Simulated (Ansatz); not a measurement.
```yaml
crystal:
  periodic: [false, false, false]
  atoms:
    - {symbol: O, position_ang: [-1.297360, 1.010811, 1.007816]}
    - {symbol: C, position_ang: [-0.086526, 0.681748, 0.577852]}
    - {symbol: Al, position_ang: [0.734155, -1.096698, 1.154917]}
    - {symbol: C, position_ang: [0.203231, 1.144852, -0.737342]}
    - {symbol: Si, position_ang: [-0.118861, -0.799517, -1.182483]}
    - {symbol: H, position_ang: [-1.482179, 0.529062, 1.825637]}
    - {symbol: H, position_ang: [2.320158, -1.178279, 1.167430]}
    - {symbol: H, position_ang: [-0.227017, -1.657360, 2.302243]}
    - {symbol: H, position_ang: [1.265373, 1.225804, -0.962199]}
    - {symbol: H, position_ang: [-0.429146, 1.907418, -1.184619]}
    - {symbol: H, position_ang: [-1.555738, -0.843047, -1.558842]}
    - {symbol: H, position_ang: [0.750711, -0.979994, -2.376509]}
basis:
  gaussian: {orbitals: cc-pVTZ-DK, final_grid: {core_spheres: 1, valence_spheres: 1, degree: 5}}
total_charge: 1
magnetization: {spin_polarized: true, initial_magnetization: 1}
hamiltonian: {xc: {name: r2SCAN}}
```

```sh
$ ansatz run in.yaml --threads 4 --pin off --events-out ev --progress --plain --max-ram 10444MiB
```

It prints (some lines left out):

```
Functional definition: r2SCAN
1456 factors; their error is unknown
mean field evaluation 1: about -18698.2305 eV, gradient 7.6e1 eV
mean field evaluation 2: about -18265.4503 eV, gradient 2.2e2 eV
mean field evaluation 4: about -18707.9976 eV, gradient 6.7e1 eV
mean field evaluation 8: about -18728.7206 eV, gradient 7.2e-1 eV
mean field evaluation 16: about -18695.2518 eV, gradient 8.1e-1 eV
mean field evaluation 32: about -18695.2585 eV, gradient 1.3e-3 eV
mean field -18695.25849637 eV, -687.0380776402 hartree, gradient 7.9e-5 eV, S^2 0.770770; 3 other end points of the search recorded, 0 dependent functions left out
reference -18695.25858687 eV, -687.0380809661 hartree; 27, 26 occupied and 229, 230 virtual orbitals, 1456 factors
Total energy: -18695.25858687 eV, -687.0380809661 hartree
Relativity: scalar
```

Problem. Something in this input is off. What?

Solution. The integration grid is far too coarse. The run converged. The result belongs to that input, not to the molecule as meant.
